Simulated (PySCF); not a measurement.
A calculated (M06-L, PySCF 2.14, x2c-QZVPPall, the spin-free X2C one-electron Hamiltonian (Gaussian nucleus)) atom or ion has these occupied shells.

| shell | electrons | orbital energy (eV) | rms radius, mean of both spins (bohr) |
| --- | --- | --- | --- |
| 1s α | 1 | -21942.6 | 0.0384 |
| 1s β | 1 | -21942.6 | 0.0384 |
| 2s α | 1 | -3171.6 | 0.158 |
| 2s β | 1 | -3171.1 | 0.158 |
| 2p α | 3 | -2836.7 | 0.140 |
| 2p β | 3 | -2836.4 | 0.140 |
| 3s α | 1 | -565.63 | 0.429 |
| 3s β | 1 | -565.41 | 0.429 |
| 3p α | 3 | -454.02 | 0.433 |
| 3p β | 3 | -453.78 | 0.433 |
| 3d α | 5 | -275.68 | 0.420 |
| 3d β | 5 | -275.25 | 0.420 |
| 4s α | 1 | -79.847 | 1.09 |
| 4s β | 1 | -76.551 | 1.09 |
| 4p α | 3 | -49.069 | 1.21 |
| 4p β | 3 | -45.674 | 1.21 |
| 4d α | 5 | -6.144 | 1.90 |
| 5s α | 1 | -4.450 | 3.43 |
| 4d β | 2 | -4.269 | 1.90 |

**Question.** Name the element and its charge.

**Answer.** Ru (ruthenium, neutral), in [Kr] 4d7 5s1, high-spin 5F determinant.
